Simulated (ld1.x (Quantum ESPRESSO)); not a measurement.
## What one change does to a pseudopotential (Zn (Z = 30), TM)

- Element: Zn
- Generator: ld1.x (Quantum ESPRESSO) 7.5
- Type: norm-conserving Troullier–Martins (Kleinman–Bylander form)
- Functional: PBE
- Relativity: scalar-relativistic
- Frozen core: [Ne]
- Valence charge: 20
- Reference configuration: 3s2 3p6 3d10 4s2 4p0
- Partial waves: 3s (bound): rc 0.75 bohr; 3d (bound): rc 1.20 bohr; 3p (bound): rc 0.90 bohr
- Local potential: the p channel
- Core correction: none

Occupied shells without a wave of their own: 4s. They enter only through the test configuration that unscreens the potential.

All-electron outer shells of the reference configuration (PBE, scalar-relativistic, ld1.x):

| shell | level (eV) | outermost node (bohr) | outermost maximum (bohr) |
| --- | --- | --- | --- |
| 2s | -1158.33 | 0.07 | 0.19 |
| 2p | -1004.03 | – | 0.15 |
| 3s | -129.23 | 0.28 | 0.59 |
| 3p | -83.40 | 0.25 | 0.59 |
| 3d | -10.14 | – | 0.57 |
| 4s | -5.98 | 0.85 | 2.09 |
| 4p | -1.12 | 0.92 | 3.08 |

Change: all radii scaled by about 0.93 (s 0.70, p 0.84, d 1.12 bohr).

Cutoffs: the cutoffs (Ry, on a coarse ladder) from which the occupation-weighted sum of valence levels, in a spherical-Bessel basis at the reference potential, stays within 10 and 1 mRy of its value at 400 Ry; they do not see the model core or the augmentation charge, which bear on the density cutoff. Errors are all-electron minus pseudo energies relative to the spin-unpolarised reference configuration.

**Question.** What does the change do?

**Answer.** Of the 7 tests that both files solve, the error grows in 0 and shrinks in 7 by more than 15 % and 0.3 meV (median size 313.2 → 235.8 meV); neither file shows a bound ghost. Less of the atom is replaced, so other configurations are described better.

```tsv
quantity	base	changed
cutoff, loose	260 Ry	300 Ry
cutoff, tight	over 300 Ry	over 300 Ry
loose cutoff by channel (10 mRy a level)	s 230 Ry, d 160 Ry, p 90 Ry	s 260 Ry, d 160 Ry, p 90 Ry
bound ghosts	none	none
largest miss of a reference level, eV	0.12	0.09
error for 3s2 3p6 3d10 4s1 4p0, meV [ΔE 9.89 eV]	-164	-123
error for 3s2 3p6 3d10 4s0 4p0, meV [ΔE 28.33 eV]	-414	-311
error for 3s2 3p6 3d9 4s0 4p0, meV [ΔE 68.86 eV]	-636	-481
error for 3s2 3p6 3d10 4s0 4p1, meV [ΔE 16.21 eV]	-313	-236
error for 3s2 3p6 3d10 4s0 4p2, meV [ΔE 10.56 eV]	-253	-191
error for 3s2 3p6 3d9 4s2 4p1, meV [ΔE 12.24 eV]	+41	+29
error for 3s2 3p6 3d8 4s0 4p0, meV [ΔE 130.68 eV]	-854	-652
```

Base: The 4s level has no wave, so the channel is fitted at the deeper level alone: the likely source of the large errors. Changed file: The 4s level has no wave, so the channel is fitted at the deeper level alone: the likely source of the large errors.
